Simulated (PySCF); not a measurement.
# SbBr⁺: from constants to spectrum

UHF-CCSD(T) constants of SbBr⁺, ²Π (doublet), unpaired electrons π ↑ (Sb cc-pVDZ-PP with ECP28, Br cc-pVDZ-PP with ECP10; scalar-relativistic core potentials (PySCF 2.14); masses 120.9038 and 78.9183 u):

| Item | Value |
| --- | --- |
| ωe | 301.1 cm⁻¹ |
| ωexe | 0.696 cm⁻¹ |
| Be | 0.060223 cm⁻¹ |
| αe | 0.000180 cm⁻¹ |
| D (centrifugal) | 9.64e-09 cm⁻¹ |
| De to Sb⁺ + Br | 2.72 eV |

Give the vibrational terms G(v) and spacings up to v = 6.

G(v) = ωe(v+½) − ωexe(v+½)².

```csv
v,G(v) (cm⁻¹),G(v) − G(v−1),Bv (cm⁻¹)
0,150.4,,0.06013
1,450.1,299.7,0.05995
2,748.4,298.3,0.05977
3,1045.3,296.9,0.05959
4,1340.9,295.5,0.05941
5,1635.0,294.1,0.05923
6,1927.7,292.7,0.05905
```

How well does the Morse estimate ωe²/(4ωexe) reproduce De, and what is D0?

It gives 4.04 eV, 148 % of the computed De. D0 = De − G(0) = 2.72 − 0.02 = 2.70 eV.

Correlated steps freeze 8 core orbitals. Correlated levels converge slowly with the basis: in double zeta they bind strong bonds too weakly, by up to about 1 eV, and carry superposition errors of some tenths. These are scalar-relativistic numbers at best; spin–orbit coupling would shift them, the dissociation energy most. For an ion De counts to the pair picked by the measured ionisation energies or electron affinities, which need not be the lowest pair at this level. The state was picked by a PBE0 search and need not be the measured ground state.
